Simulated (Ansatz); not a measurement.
`[SbH2]` radical. The species carries charge 0 and has multiplicity 2. Sb takes the def2 core potential. The structure was optimised at the PBE0-D4/def2-TZVP level.

```xyz
3

Sb   -0.381   -0.093    0.703
H     1.259   -0.051    0.215
H    -0.878    0.144   -0.918
```

Q: What is the dipole moment at r2SCAN/def2-TZVPP? (Best estimate.)

A: The calculation gave: 0.28 D, with components (-0.13, -0.03, 0.24) D in this frame, pointing from negative to positive charge.

Q: And with PBE, B3LYP, ωB97M-V? (Estimate.)

A: Ansatz gave: PBE 0.32 D, B3LYP 0.39 D, ωB97M-V 0.33 D.

Q: Give the Mulliken charges with r2SCAN, ωB97M-V, B3LYP in def2-TZVPP. (Best estimate.)

A: Ansatz gave: 
| atom | r2SCAN | ωB97M-V | B3LYP |
| --- | --- | --- | --- |
| Sb1 | 0.17 | 0.12 | 0.19 |
| H2 | -0.09 | -0.06 | -0.09 |
| H3 | -0.09 | -0.06 | -0.09 |

B3LYP here is the variant with VWN-RPA as its local correlation; programs differ in this.
